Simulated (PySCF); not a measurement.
Compound: BBiH6.
SMILES with atom numbers: `[BH3-:1][BiH3+:2]` (hydrogens: H3, H4, H5 on B1; H6, H7, H8 on Bi2)

Computed with PBE0-D3(BJ)/def2-SVP geometry optimisation, gas phase, def2 core potentials past Kr in PySCF.

Problem. List the bond lengths and angles at this level.

Solution. 
| bond | length (pm) | order |
| --- | --- | --- |
| B1–Bi2 | 245.2 | single |
| B1–H3, B1–H4, B1–H5 | 121.4 | single |
| Bi2–H6, Bi2–H7, Bi2–H8 | 178.0 | single |

Bonds in one row agree within 1 pm and their mean is given. Orders are formal, as drawn. A selection of angles:
| angle | degrees |
| --- | --- |
| Bi2–B1–H3 | 98.2 |
| H3–B1–H4 | 118.1 |
| B1–Bi2–H6 | 122.0 |
| H6–Bi2–H7 | 94.9 |

B1 (four-coordinate boron) is distorted tetrahedral (angles from 97.8° to 118.2°). Bi2 (bismuth bonded to B and 3 H) has angles from 94.9° to 122.2°.

Point group: C3v (tolerance 0.08 Å). No PBE0-D3(BJ)/def2-SVP frequencies stand behind this structure, so it isn't proved a minimum.
